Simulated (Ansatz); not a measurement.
Cartesian coordinates in Å:
```
Si -0.221 0.441 3.003
N 0.792 0.269 1.620
Si 2.514 0.334 1.677
Zn -0.001 0.001 0.001
N -0.794 -0.267 -1.619
Si -1.112 1.109 -2.607
Si -1.180 -1.884 -2.073
H 0.026 -0.626 4.013
H -0.023 1.754 3.679
H -1.642 0.348 2.561
H 3.037 0.162 0.291
H 3.085 -0.744 2.532
H 3.004 1.636 2.208
H -0.660 2.328 -1.877
H -0.384 1.044 -3.906
H -2.563 1.252 -2.912
H -0.774 -2.795 -0.964
H -0.465 -2.303 -3.311
H -2.640 -2.060 -2.316
```

The species carries charge 0 and has multiplicity 1.

(1) List the CAM-B3LYP/def2-TZVPP orbital energies in eV (Ansatz). (Estimate.)

Results:

(1) The calculation gave: Occupied: -9452.43, -1801.20, -1801.20, -1801.20, -1801.20, -1151.53, -1014.97, -1014.97, -1014.87, -391.03, -391.03, -145.72, -145.72, -145.72, -145.72, -134.48, -101.06, -101.06, -101.06, -101.06, -101.05, -101.05, -101.05, -101.05, -101.03, -101.03, -101.03, -101.03, -90.78, -90.77, -90.61, -24.77, -24.42, -17.52, -17.49, -17.41, -16.70, -16.69, -16.52, -16.49, -15.76, -15.27, -13.19, -12.65, -12.36, -12.35, -12.05, -12.05, -11.00, -11.00, -10.97, -10.97, -10.48, -10.27, -8.96, -8.92. Lowest empty: -0.34, 0.68, 0.69, 1.26, 1.67, 1.81, 1.87, 2.06.
